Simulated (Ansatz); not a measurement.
A short molecular-dynamics run on `BN=C1CC1`.

```yaml
crystal:
  periodic: [false, false, false]
  atoms:
    - {symbol: B, position_ang: [-1.008715, 1.859187, -1.211233]}
    - {symbol: N, position_ang: [-0.446496, 0.825960, -0.538499]}
    - {symbol: C, position_ang: [0.063394, -0.110504, 0.070852]}
    - {symbol: C, position_ang: [0.029611, -1.003651, 1.224728]}
    - {symbol: C, position_ang: [1.125787, -1.108429, 0.146758]}
    - {symbol: H, position_ang: [-1.842931, 1.624187, -2.037921]}
    - {symbol: H, position_ang: [-0.652692, 2.974562, -0.958776]}
    - {symbol: H, position_ang: [-0.727305, -1.780562, 1.253844]}
    - {symbol: H, position_ang: [0.310079, -0.604978, 2.194141]}
    - {symbol: H, position_ang: [2.125793, -0.778611, 0.408613]}
    - {symbol: H, position_ang: [1.088674, -1.954162, -0.532008]}
basis:
  gaussian: {orbitals: "6-31G*"}
hamiltonian: {xc: {name: BLYP}, dispersion: d3bjatm}
md: {timestep: 1 fs, n_steps: 50, ensemble: nvt_nose_hoover, temperature: 500, initial_velocities: maxwell_boltzmann, seed: 238}
```

```sh
$ ansatz run in.yaml --threads 2 --pin off --events-out ev --progress --plain --max-ram 4352MiB
```

| step | time (fs) | potential energy (eV) | kinetic (eV) | T (K) | conserved (eV) |
| --- | --- | --- | --- | --- | --- |
| 0 | 0.0 | -5371.6274 | 0.5817 | 500 | -5371.0457 |
| 1 | 1.0 | -5371.5555 | 0.5162 | 444 | -5371.0393 |
| 2 | 2.0 | -5371.4653 | 0.4334 | 373 | -5371.0319 |
| 3 | 3.0 | -5371.4599 | 0.4249 | 365 | -5371.0351 |
| 4 | 4.0 | -5371.4970 | 0.4548 | 391 | -5371.0423 |
| 5 | 5.0 | -5371.4719 | 0.4293 | 369 | -5371.0428 |
| 6 | 6.0 | -5371.3708 | 0.3334 | 287 | -5371.0377 |
| 7 | 7.0 | -5371.2651 | 0.2323 | 200 | -5371.0331 |
| 8 | 8.0 | -5371.2244 | 0.1925 | 165 | -5371.0324 |
| 9 | 9.0 | -5371.2606 | 0.2253 | 194 | -5371.0358 |
| 10 | 10.0 | -5371.3208 | 0.2806 | 241 | -5371.0409 |
| 11 | 11.0 | -5371.3314 | 0.2903 | 250 | -5371.0421 |
| 12 | 12.0 | -5371.2822 | 0.2469 | 212 | -5371.0365 |
| 13 | 13.0 | -5371.2551 | 0.2240 | 193 | -5371.0326 |
| 14 | 14.0 | -5371.3037 | 0.2681 | 230 | -5371.0373 |
| 15 | 15.0 | -5371.3638 | 0.3239 | 278 | -5371.0420 |
| 16 | 16.0 | -5371.3643 | 0.3262 | 280 | -5371.0406 |
| 17 | 17.0 | -5371.3196 | 0.2858 | 246 | -5371.0367 |
| 18 | 18.0 | -5371.2865 | 0.2555 | 220 | -5371.0344 |
| 19 | 19.0 | -5371.3016 | 0.2703 | 232 | -5371.0350 |
| 20 | 20.0 | -5371.3536 | 0.3193 | 275 | -5371.0386 |
| 21 | 21.0 | -5371.3882 | 0.3506 | 301 | -5371.0425 |
| 22 | 22.0 | -5371.3513 | 0.3155 | 271 | -5371.0414 |
| 23 | 23.0 | -5371.2669 | 0.2388 | 205 | -5371.0342 |
| 24 | 24.0 | -5371.2403 | 0.2156 | 185 | -5371.0314 |
| 25 | 25.0 | -5371.3100 | 0.2787 | 240 | -5371.0384 |
| 26 | 26.0 | -5371.3766 | 0.3407 | 293 | -5371.0439 |
| 27 | 27.0 | -5371.3565 | 0.3241 | 279 | -5371.0412 |
| 28 | 28.0 | -5371.2832 | 0.2575 | 221 | -5371.0352 |
| 29 | 29.0 | -5371.2433 | 0.2213 | 190 | -5371.0322 |
| 30 | 30.0 | -5371.2841 | 0.2610 | 224 | -5371.0339 |
| 31 | 31.0 | -5371.3789 | 0.3516 | 302 | -5371.0390 |
| 32 | 32.0 | -5371.4508 | 0.4204 | 361 | -5371.0432 |
| 33 | 33.0 | -5371.4400 | 0.4130 | 355 | -5371.0412 |
| 34 | 34.0 | -5371.3811 | 0.3628 | 312 | -5371.0337 |
| 35 | 35.0 | -5371.3802 | 0.3648 | 314 | -5371.0320 |
| 36 | 36.0 | -5371.4609 | 0.4399 | 378 | -5371.0390 |
| 37 | 37.0 | -5371.5245 | 0.5004 | 430 | -5371.0437 |
| 38 | 38.0 | -5371.4978 | 0.4776 | 411 | -5371.0414 |
| 39 | 39.0 | -5371.4090 | 0.3954 | 340 | -5371.0363 |
| 40 | 40.0 | -5371.3340 | 0.3251 | 279 | -5371.0329 |
| 41 | 41.0 | -5371.3245 | 0.3158 | 271 | -5371.0338 |
| 42 | 42.0 | -5371.3661 | 0.3538 | 304 | -5371.0387 |
| 43 | 43.0 | -5371.3860 | 0.3709 | 319 | -5371.0428 |
| 44 | 44.0 | -5371.3276 | 0.3168 | 272 | -5371.0399 |
| 45 | 45.0 | -5371.2378 | 0.2352 | 202 | -5371.0328 |
| 46 | 46.0 | -5371.2161 | 0.2142 | 184 | -5371.0331 |
| 47 | 47.0 | -5371.2597 | 0.2525 | 217 | -5371.0393 |
| 48 | 48.0 | -5371.2798 | 0.2721 | 234 | -5371.0410 |
| 49 | 49.0 | -5371.2459 | 0.2431 | 209 | -5371.0373 |
| 50 | 50.0 | -5371.2075 | 0.2094 | 180 | -5371.0336 |

Velocities are drawn at the set temperature; a run this short doesn't reach equilibrium.

Frames (Å, forces in eV/Å):

```xyz
11
time=0.0 fs
B    -1.009    1.859   -1.211   -0.152    0.285   -0.188
N    -0.446    0.826   -0.538   -0.470    0.864   -0.562
C     0.063   -0.111    0.071    0.196   -0.361    0.236
C     0.030   -1.004    1.225   -0.223   -0.232    0.537
C     1.126   -1.108    0.147    0.514   -0.303   -0.188
H    -1.843    1.624   -2.038   -0.115   -0.012   -0.114
H    -0.653    2.975   -0.959    0.034    0.157    0.021
H    -0.727   -1.781    1.254   -0.266   -0.266    0.076
H     0.310   -0.605    2.194    0.055    0.098    0.367
H     2.126   -0.779    0.409    0.374    0.068    0.053
H     1.089   -1.954   -0.532    0.053   -0.297   -0.238
11
time=3.0 fs
B    -1.015    1.869   -1.223    0.392    0.055    0.372
N    -0.470    0.827   -0.538    0.232   -0.263   -0.138
C     0.093   -0.115    0.061   -1.133    0.842    0.120
C     0.017   -0.997    1.249    0.868   -0.024   -1.351
C     1.127   -1.122    0.145    0.764    0.698    0.768
H    -1.780    1.763   -2.093   -0.745   -0.526   -0.679
H    -0.708    2.969   -0.945    0.384    0.654    0.335
H    -0.652   -1.811    1.255   -1.249   -0.962    0.148
H     0.351   -0.658    2.192    0.285    0.565    1.243
H     2.134   -0.827    0.415    0.430    0.254    0.143
H     1.126   -1.930   -0.531   -0.228   -1.293   -0.961
11
time=6.0 fs
B    -1.019    1.880   -1.232   -0.062    0.655   -0.255
N    -0.492    0.826   -0.538    0.680   -0.738   -0.038
C     0.115   -0.115    0.052   -1.903    1.264    0.281
C     0.010   -0.992    1.265    0.577   -1.398    0.007
C     1.135   -1.132    0.147    1.417   -0.864   -0.463
H    -1.770    1.860   -2.194    0.076   -0.632    0.375
H    -0.734    3.010   -0.905    0.244   -0.141    0.192
H    -0.665   -1.901    1.269    0.253    1.185    0.180
H     0.407   -0.671    2.273   -0.597   -0.116   -0.938
H     2.173   -0.856    0.431   -0.403    0.047   -0.111
H     1.146   -1.992   -0.592   -0.281    0.740    0.770
11
time=9.0 fs
B    -1.024    1.896   -1.243   -0.044    0.777   -0.265
N    -0.511    0.821   -0.539    0.629   -0.331   -0.361
C     0.124   -0.106    0.046   -1.684    0.519    0.814
C     0.008   -0.996    1.281    0.906   -1.198   -0.557
C     1.152   -1.147    0.147    0.491   -0.437   -0.342
H    -1.756    1.903   -2.266    0.483   -0.616    1.009
H    -0.739    3.041   -0.850    0.054   -0.751   -0.098
H    -0.667   -1.905    1.298    0.261    1.191    0.075
H     0.419   -0.688    2.288   -0.593   -0.046   -1.008
H     2.185   -0.879    0.439   -0.284    0.058   -0.105
H     1.142   -2.006   -0.600   -0.219    0.833    0.840
11
time=12.0 fs
B    -1.028    1.917   -1.255    0.618   -0.264    0.706
N    -0.525    0.815   -0.543    0.365    0.360   -0.748
C     0.121   -0.093    0.045   -1.013   -0.529    1.289
C     0.012   -1.008    1.291    1.643    0.475   -2.964
C     1.171   -1.164    0.145   -1.119    1.791    1.236
H    -1.708    1.893   -2.260   -0.016   -0.467    0.357
H    -0.738    3.014   -0.802    0.064   -0.320   -0.137
H    -0.658   -1.822    1.333   -1.211   -0.896   -0.073
H     0.387   -0.704    2.233    0.385    0.717    1.076
H     2.176   -0.897    0.440    0.471    0.207    0.110
H     1.119   -1.962   -0.548   -0.189   -1.074   -0.851
11
time=15.0 fs
B    -1.027    1.936   -1.262    1.205   -1.590    1.658
N    -0.537    0.810   -0.550    0.368    0.582   -0.704
C     0.110   -0.084    0.054   -0.565   -0.896    1.180
C     0.027   -1.017    1.282    0.901    0.293   -1.848
C     1.184   -1.170    0.151   -1.421    1.307    0.733
H    -1.662    1.844   -2.227   -0.750   -0.256   -0.746
H    -0.731    2.964   -0.764    0.186    0.623    0.038
H    -0.733   -1.793    1.362   -0.200   -0.125   -0.211
H     0.377   -0.667    2.247    0.104    0.364    0.221
H     2.200   -0.899    0.447    0.090   -0.010   -0.051
H     1.081   -1.990   -0.551    0.082   -0.291   -0.268
11
time=18.0 fs
B    -1.018    1.943   -1.257    0.570   -1.722    0.860
N    -0.547    0.809   -0.562    0.786    0.084   -0.049
C     0.096   -0.080    0.070   -0.418   -0.516    0.416
C     0.049   -1.025    1.260   -0.560    0.158    0.558
C     1.187   -1.167    0.161   -1.067   -0.105   -0.572
H    -1.672    1.774   -2.243   -0.216    0.158    0.003
H    -0.710    2.959   -0.725    0.048    0.529   -0.196
H    -0.824   -1.775    1.372    1.395    0.897   -0.342
H     0.376   -0.601    2.277   -0.405   -0.466   -1.352
H     2.229   -0.902    0.450   -0.557   -0.220   -0.231
H     1.051   -2.040   -0.575    0.424    1.202    0.905
11
time=21.0 fs
B    -1.003    1.937   -1.244   -0.152   -0.807   -0.012
N    -0.552    0.808   -0.574    1.269   -0.703    0.841
C     0.078   -0.081    0.090   -0.225    0.106   -0.655
C     0.067   -1.031    1.240   -0.753    0.878    0.456
C     1.182   -1.164    0.169   -0.961    0.479   -0.382
H    -1.700    1.717   -2.261    0.409    0.525    0.840
H    -0.685    2.995   -0.705   -0.207   -0.295   -0.626
H    -0.811   -1.694    1.355    0.521   -0.228   -0.210
H     0.347   -0.568    2.209    0.036   -0.208   -0.277
H     2.219   -0.921    0.436   -0.147    0.014    0.000
H     1.053   -2.003   -0.535    0.210    0.239    0.024
11
time=24.0 fs
B    -0.990    1.924   -1.232   -0.323   -0.087   -0.167
N    -0.549    0.802   -0.581    1.362   -1.008    1.341
C     0.058   -0.080    0.105    0.214    0.385   -1.471
C     0.081   -1.030    1.223   -0.273    1.254   -0.501
C     1.170   -1.156    0.174   -0.628    1.589    0.193
H    -1.698    1.703   -2.213    0.204    0.482    0.446
H    -0.676    3.010   -0.735   -0.171   -0.480   -0.540
H    -0.764   -1.638    1.322   -1.249   -1.714    0.096
H     0.323   -0.548    2.126    0.609    0.555    1.643
H     2.197   -0.938    0.422    0.440    0.340    0.267
H     1.072   -1.953   -0.499   -0.184   -1.314   -1.306
11
time=27.0 fs
B    -0.979    1.910   -1.220   -0.016   -0.171    0.214
N    -0.538    0.792   -0.580    0.750   -0.139    0.891
C     0.040   -0.078    0.110    0.885   -0.174   -1.355
C     0.090   -1.021    1.206   -2.338    0.332    2.242
C     1.154   -1.139    0.178    0.694   -0.337   -1.758
H    -1.684    1.727   -2.133   -0.627    0.099   -0.730
H    -0.679    2.990   -0.808    0.174    0.188    0.016
H    -0.790   -1.703    1.293    0.729   -0.043    0.119
H     0.340   -0.496    2.152    0.001   -0.569   -0.070
H     2.203   -0.929    0.428   -0.188    0.254    0.074
H     1.080   -1.986   -0.549   -0.063    0.559    0.358
11
time=30.0 fs
B    -0.969    1.894   -1.207   -0.442   -0.225   -0.381
N    -0.522    0.780   -0.574   -0.274    1.401   -0.220
C     0.029   -0.077    0.105    1.668   -1.461   -0.328
C     0.084   -1.010    1.202   -2.489   -0.360    3.040
C     1.142   -1.124    0.171    1.272   -0.747   -1.985
H    -1.716    1.762   -2.106   -0.480   -0.126   -0.541
H    -0.669    2.984   -0.882    0.419    0.516    0.373
H    -0.768   -1.780    1.276    1.193    0.838    0.197
H     0.361   -0.486    2.183   -0.347   -0.990   -0.865
H     2.197   -0.898    0.440   -0.500    0.152   -0.142
H     1.081   -1.983   -0.580   -0.021    1.002    0.852
11
time=33.0 fs
B    -0.962    1.878   -1.197   -1.169    0.965   -1.384
N    -0.508    0.777   -0.569   -0.667    1.790   -0.619
C     0.029   -0.086    0.098    1.747   -1.941    0.306
C     0.061   -1.001    1.220   -0.474   -0.234    0.606
C     1.139   -1.113    0.151    0.298    0.986    0.106
H    -1.785    1.787   -2.120    0.431   -0.186    0.516
H    -0.625    3.013   -0.927    0.201   -0.354    0.244
H    -0.658   -1.799    1.276   -0.622   -0.431    0.274
H     0.357   -0.552    2.154    0.101    0.016    0.714
H     2.154   -0.852    0.442    0.245    0.267   -0.085
H     1.079   -1.911   -0.550   -0.090   -0.880   -0.677
11
time=36.0 fs
B    -0.964    1.869   -1.198   -1.006    1.677   -1.362
N    -0.497    0.784   -0.567   -0.085    0.485    0.143
C     0.041   -0.108    0.093    0.456   -0.473   -0.199
C     0.034   -0.993    1.242    0.533   -0.494   -0.443
C     1.138   -1.095    0.131   -0.120    0.664    0.615
H    -1.823    1.796   -2.096    0.527   -0.216    0.580
H    -0.564    3.016   -0.951   -0.053   -0.753    0.125
H    -0.592   -1.850    1.297   -1.099   -0.695    0.116
H     0.361   -0.621    2.181    0.282    0.474    1.098
H     2.129   -0.784    0.436    0.477    0.157   -0.154
H     1.072   -1.900   -0.568    0.087   -0.826   -0.519
11
time=39.0 fs
B    -0.973    1.872   -1.209    0.083    0.860   -0.181
N    -0.487    0.794   -0.564    0.417   -0.675    0.716
C     0.057   -0.134    0.086   -1.308    1.475   -0.724
C     0.011   -0.990    1.263    0.613   -1.808    1.273
C     1.137   -1.074    0.115    0.700   -1.486   -0.204
H    -1.822    1.787   -2.029   -0.366   -0.211   -0.355
H    -0.505    2.961   -0.964   -0.029   -0.078    0.124
H    -0.608   -1.944    1.328    0.237    1.325   -0.158
H     0.382   -0.656    2.283   -0.488   -0.087   -1.108
H     2.138   -0.705    0.415   -0.218   -0.289   -0.398
H     1.072   -1.949   -0.621    0.359    0.974    1.016
11
time=42.0 fs
B    -0.982    1.882   -1.222    0.699   -0.496    0.634
N    -0.475    0.800   -0.557    0.185   -0.619    0.404
C     0.063   -0.149    0.074   -2.124    1.889   -0.202
C    -0.008   -0.999    1.291    1.205   -1.106    0.148
C     1.141   -1.062    0.097    0.861   -1.381    0.549
H    -1.849    1.760   -1.988   -0.701   -0.105   -0.686
H    -0.448    2.900   -0.966    0.075    0.745    0.085
H    -0.614   -1.941    1.347    0.079    0.910   -0.263
H     0.367   -0.694    2.307   -0.355    0.141   -0.930
H     2.133   -0.648    0.362   -0.194   -0.355   -0.227
H     1.101   -1.930   -0.601    0.269    0.377    0.489
11
time=45.0 fs
B    -0.987    1.889   -1.230    0.311   -0.824    0.382
N    -0.462    0.803   -0.548   -0.599    0.438   -0.475
C     0.055   -0.153    0.061   -1.462    0.571    0.896
C    -0.019   -1.015    1.320    1.960    0.844   -3.019
C     1.151   -1.059    0.085   -0.216    0.286    1.955
H    -1.926    1.725   -1.997    0.445    0.193    0.238
H    -0.388    2.895   -0.963   -0.344    0.383   -0.198
H    -0.623   -1.874    1.344   -1.126   -1.215   -0.234
H     0.328   -0.715    2.267    0.510    0.867    1.279
H     2.117   -0.618    0.292    0.488    0.027    0.214
H     1.152   -1.892   -0.548    0.033   -1.572   -1.039
11
time=48.0 fs
B    -0.988    1.889   -1.236    0.367   -0.449    0.412
N    -0.452    0.809   -0.542   -1.216    1.358   -1.107
C     0.036   -0.152    0.054   -0.339   -0.831    1.526
C    -0.016   -1.027    1.329    1.451    0.432   -2.207
C     1.159   -1.056    0.084   -0.453   -1.137    0.744
H    -1.970    1.706   -1.990    0.912    0.310    0.539
H    -0.357    2.921   -0.976   -0.752   -0.240   -0.391
H    -0.707   -1.881    1.322    0.171    0.144   -0.049
H     0.319   -0.673    2.306   -0.084    0.204   -0.043
H     2.135   -0.589    0.237    0.121   -0.044    0.346
H     1.207   -1.956   -0.559   -0.180    0.253    0.230
11
time=50.0 fs
B    -0.988    1.887   -1.237    0.587   -0.170    0.577
N    -0.449    0.817   -0.542   -1.100    1.072   -0.890
C     0.022   -0.154    0.056    0.098   -0.979    1.350
C    -0.008   -1.032    1.326    0.911    0.240   -1.093
C     1.163   -1.058    0.087   -0.151   -1.629    0.171
H    -1.959    1.707   -1.961    0.509    0.210    0.196
H    -0.369    2.930   -1.003   -0.677   -0.255   -0.332
H    -0.766   -1.891    1.303    1.150    1.044    0.116
H     0.315   -0.629    2.344   -0.530   -0.444   -1.273
H     2.156   -0.570    0.217   -0.481   -0.302    0.334
H     1.237   -2.001   -0.566   -0.317    1.214    0.846
```

Run time 81 s (2 threads of an Intel Xeon Platinum 8259CL on a shared host); peak host memory 0.48 GiB.
